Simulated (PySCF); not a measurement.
(Z)-1-fluorobut-1-ene (C₄H₇F), SMILES C(C)/C=C\F. Atoms are numbered in the order given.

```xyz
12

C     -1.9543     0.8762    -0.4053
C     -0.7754    -0.0229    -0.7984
C     -0.1555    -0.7198     0.3784
C      1.1039    -0.5741     0.7854
F      1.9816     0.2222     0.1512
H     -2.4053     1.3483    -1.2924
H     -1.6300     1.6759     0.2792
H     -2.7439     0.3008     0.1057
H     -1.1277    -0.7825    -1.5200
H     -0.0054     0.5680    -1.3177
H     -0.7827    -1.3912     0.9741
H      1.5487    -1.0756     1.6496
```
Charge 0, spin multiplicity 1.

The structure is a stationary point at B3LYP-D3(BJ)/def2-SVP. The values are those of a single conformer.

Two levels are set side by side: PBE/pcSseg-1 (PySCF) and HF/pcSseg-1 (PySCF). GIAO shifts against CFCl3 (¹⁹F), TMS (¹H), TMS (¹³C) at the same level; non-relativistic, no solvent, atoms listed together averaged. Differences are taken from unrounded values.

```json
[
 {"quantity": "δ(¹³C) of C1 (ppm)", "PBE": "19.4"},
 {"quantity": "δ(¹³C) of C2 (ppm)", "PBE": "23.8"},
 {"quantity": "δ(¹³C) of C3 (ppm)", "PBE": "120.5"},
 {"quantity": "δ(¹³C) of C4 (ppm)", "PBE": "158.2"},
 {"quantity": "δ(¹⁹F) of F5 (ppm)", "PBE": "-138.8"},
 {"quantity": "δ(¹H) of H11 (ppm)", "PBE": "5.00"},
 {"quantity": "δ(¹H) of H12 (ppm)", "PBE": "7.01"}
]
```

### Question
These are the PBE values. What does HF give? (The exact figures need the calculation; the answer reports its results.)

### Answer

| quantity | HF | PBE minus HF |
|---|---|---|
| δ(¹³C) of C1 (ppm) | 18.9 | 0.6 |
| δ(¹³C) of C2 (ppm) | 19.1 | 4.8 |
| δ(¹³C) of C3 (ppm) | 122.8 | -2.3 |
| δ(¹³C) of C4 (ppm) | 155.5 | 2.8 |
| δ(¹⁹F) of F5 (ppm) | -115.1 | -23.7 |
| δ(¹H) of H11 (ppm) | 5.12 | -0.11 |
| δ(¹H) of H12 (ppm) | 6.87 | 0.14 |

Rough cost on one machine, each run with all the roots and properties that it gave: HF against PBE within a factor of 2.
